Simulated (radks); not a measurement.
Values are calculated unless marked as measured or tabulated.
Q: Species: Os XLV. Configuration: [Ar] 3d10 4s2 4p2. Code: a radial shooting solver on a logarithmic mesh with Libxc functionals. Model: non-relativistic Kohn-Sham, PBE, spin-polarised, spherical densities, point nucleus; open shells are filled with parallel spins first (spin-orbit coupling, left out, can overturn this in heavy ions); relativity is left out, which matters for an element this heavy. Some entries of the table are withheld. Estimate them.

orbital  occ.  eigenvalue (eV)  <r> (bohr)
1s up       1        -69565.33     0.01993
1s down     1        -69563.35     0.01993
2s up       1        -13284.17     0.08395
2s down     1        -13283.12     0.08394
2p up       3        -12843.03     0.07097
2p down     3        -12841.29     0.07097
3s up       1        -4603.372      0.2089
3s down     1        -4601.320      0.2088
3p up       3        -4402.810      0.1988
3p down     3        -4400.534      0.1988
3d up       5        -4035.791      0.1735
3d down     5        -4033.775      0.1734
4s up       1        -2265.995         (1)
4s down     1        -2254.860         (2)
4p up       2        -2178.084         (3)
4p down     0        -2167.089         (4)
4d up       0              (5)      0.3896
4d down     0              (6)      0.3894
5s up       0        -1347.400      0.6755
5s down     0        -1342.691      0.6764

A: 
(1) 4s up <r> (bohr): 0.4080
(2) 4s down <r> (bohr): 0.4081
(3) 4p up <r> (bohr): 0.4036
(4) 4p down <r> (bohr): 0.4037
(5) 4d up eigenvalue (eV): -2024.533
(6) 4d down eigenvalue (eV): -2014.330
